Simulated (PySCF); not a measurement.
C10H8S. Atoms are numbered in the order given.

```xyz
19

C      0.0818    -3.5096     0.0000
C      1.2352    -2.7195     0.0000
C      1.1372    -1.3285     0.0000
C     -0.1182    -0.6868     0.0000
C     -0.2335     0.7728     0.0000
C     -1.3755     1.5588     0.0000
C     -1.1065     2.9526     0.0000
C      0.2410     3.2313     0.0000
S      1.1835     1.7917     0.0000
C     -1.2724    -1.4980     0.0000
C     -1.1715    -2.8882     0.0000
H      0.1583    -4.6004     0.0000
H      2.2229    -3.1896     0.0000
H      2.0522    -0.7281     0.0000
H     -2.3844     1.1430     0.0000
H     -1.8787     3.7245     0.0000
H      0.7334     4.2038     0.0000
H     -2.2620    -1.0349     0.0000
H     -2.0830    -3.4932     0.0000
```
Charge 0, spin multiplicity 1.

Geometry optimised at r2SCAN-D4/def2-SVP. A frequency run showed that this geometry is not a minimum. The values are those of a single conformer.

Calculation: PBE/pcSseg-1 (PySCF).

GIAO shieldings, no solvent; atoms listed in one row are averaged. δ = σ(ref) − σ: ¹³C against TMS (σ = 182.0 ppm); ³³S against H2S (σ = 706.5 ppm); ¹H against TMS (σ = 31.49 ppm), references at their B3LYP-D3(BJ)/def2-TZVP geometries, non-relativistic.

Computed chemical shifts:
```json
[
 {"nucleus": "¹³C", "atoms": "C5", "count": "1", "δ (ppm)": "153.6"},
 {"nucleus": "¹³C", "atoms": "C4", "count": "1", "δ (ppm)": "138.7"},
 {"nucleus": "¹³C", "atoms": "C2, C11", "count": "2", "δ (ppm)": "134.6"},
 {"nucleus": "¹³C", "atoms": "C7", "count": "1", "δ (ppm)": "133.1"},
 {"nucleus": "¹³C", "atoms": "C1", "count": "1", "δ (ppm)": "132.8"},
 {"nucleus": "¹³C", "atoms": "C8", "count": "1", "δ (ppm)": "131.3"},
 {"nucleus": "¹³C", "atoms": "C3", "count": "1", "δ (ppm)": "130.1"},
 {"nucleus": "¹³C", "atoms": "C10", "count": "1", "δ (ppm)": "127.9"},
 {"nucleus": "¹³C", "atoms": "C6", "count": "1", "δ (ppm)": "125.9"},
 {"nucleus": "³³S", "atoms": "S9", "count": "1", "δ (ppm)": "447.4"},
 {"nucleus": "¹H", "atoms": "H14, H18", "count": "2", "δ (ppm)": "8.02"},
 {"nucleus": "¹H", "atoms": "H15", "count": "1", "δ (ppm)": "7.83"},
 {"nucleus": "¹H", "atoms": "H13, H19", "count": "2", "δ (ppm)": "7.62"},
 {"nucleus": "¹H", "atoms": "H12", "count": "1", "δ (ppm)": "7.45"},
 {"nucleus": "¹H", "atoms": "H16", "count": "1", "δ (ppm)": "7.34"},
 {"nucleus": "¹H", "atoms": "H17", "count": "1", "δ (ppm)": "7.26"}
]
```
